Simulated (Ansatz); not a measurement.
One change: `[SiH3]/C=C/Br` becomes `O/C=C/[SiH3]`.

Ansatz, PBE0-D4/def2-TZVP geometries, multiplicity 1. Each molecule was computed in one conformer, which needn't be the lowest.

Scalar relativity is left out up to krypton.

| property | `[SiH3]/C=C/Br` |
| --- | --- |
| HOMO energy (B3LYP/def2-TZVPP) / eV | -7.31 |
| size of the dipole moment (ωB97M-V/def2-TZVPP) / D | 0.90 |
| LUMO energy (PBE0/def2-TZVPP) / eV | -0.84 |
| HOMO energy (PBE0/def2-TZVPP) / eV | -7.55 |
| size of the dipole moment (PBE/def2-TZVPP) / D | 0.77 |
| HOMO–LUMO gap (ωB97M-V/def2-TZVPP) / eV | 10.94 |

Problem. Give the same properties after the change, and the shifts. (Estimate.)

Solution. Computed: 
```
                                          property  `O/C=C/[SiH3]`  shift
               HOMO energy (B3LYP/def2-TZVPP) / eV           -6.86   0.45
size of the dipole moment (ωB97M-V/def2-TZVPP) / D            1.38   0.48
                LUMO energy (PBE0/def2-TZVPP) / eV            0.15   0.99
                HOMO energy (PBE0/def2-TZVPP) / eV           -7.08   0.47
    size of the dipole moment (PBE/def2-TZVPP) / D            1.48   0.71
           HOMO–LUMO gap (ωB97M-V/def2-TZVPP) / eV           11.55   0.61
```

With PBE0 the HOMO rises by 0.47 eV and the LUMO rises by 0.99 eV, so the gap widens by about 0.52 eV. PBE moves the HOMO by 0.53 eV and ωB97M-V by 0.40 eV. Dipoles are sizes alone; their direction can turn.

B3LYP here is the variant with VWN-RPA as its local correlation; programs differ in this.

Spin–orbit coupling is left out; it splits and shifts lone-pair levels of the heavy atoms by tenths of an eV.
